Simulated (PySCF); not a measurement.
# Structure from NMR data

The spectra below were simulated for a compound C₅H₁₃N₃Si.

$^{1}$H NMR (400 MHz, computed): δ 7.80 (d, 1H), 3.41 (s, 3H), 3.05 (m, 1H), 2.03 (m, 1H), 1.78 (m, 1H), 1.77 (m, 1H), 1.65 (m, 1H), 0.68 (br s, 2H), 0.61 (br s, 2H).

$^{13}$C{$^{1}$H} NMR (computed): δ 175.5 (CH), 50.8 (CH), 42.1 (CH3), 29.9 (CH2), 19.0 (CH2).

No solvent model, non-relativistic Hamiltonian, fast rotation and ring inversion assumed for equivalent nuclei, a single conformation. Structure optimised with GFN2-xTB; shielding tensors at PBE0/pcSseg-1 (GIAO); PySCF 2.14.

Scale: $^{1}$H (σ = 31.72 ppm), $^{13}$C (σ = 186.93 ppm) against TMS (reference shieldings calculated alike).

Propose a structure and justify it.

## Answers


- The formula gives 2 degrees of unsaturation (1 ring in the answer).
- 5 carbon signals for 5 carbons: no two carbons are equivalent.
- Carbon types of the structure: 2 × CH, 2 × CH2, 1 × CH3, leaving 4 H on heteroatoms.
- δC 175.5: C=N carbon.
- δC 42.1: methyl carbon bonded to N; the inductive effect lowers its shielding.
- δC 29.9: sp3 CH2 bonded to Si.
- δC 19.0: sp3 CH2 in a ring; saturated and bonded to C and H only.
- δH 7.80: hydrogen on a C=N carbon.
- δH 3.41: hydrogen on a methyl carbon bonded to N; its carbon carries N, an electronegative neighbour.
- δH 0.68, 0.61: hydrogen on a nitrogen bonded to Si; exchangeable, gas-phase position.

These data were computed for SMILES C/N=C\[C@@H]1CC[Si]1(N)N.

This is the structure that produced the data.

Exchangeable OH/NH protons stand at their gas-phase positions; hydrogen bonding in a real sample shifts them, mostly to higher δ. Shifts are as computed. Against solution values, carbons near 30 ppm lie about +3 ppm off and those near 130 ppm about +5 ppm. Of 1211 compounds with measured shifts, 218 miss one by over three times the rms of a fit or turn the order of signals round; such compounds aren't used in these exercises. Multiplicities follow the n + 1 count of equivalent neighbours, as no J values were calculated; m marks all less simple cases, F and P coupling included.
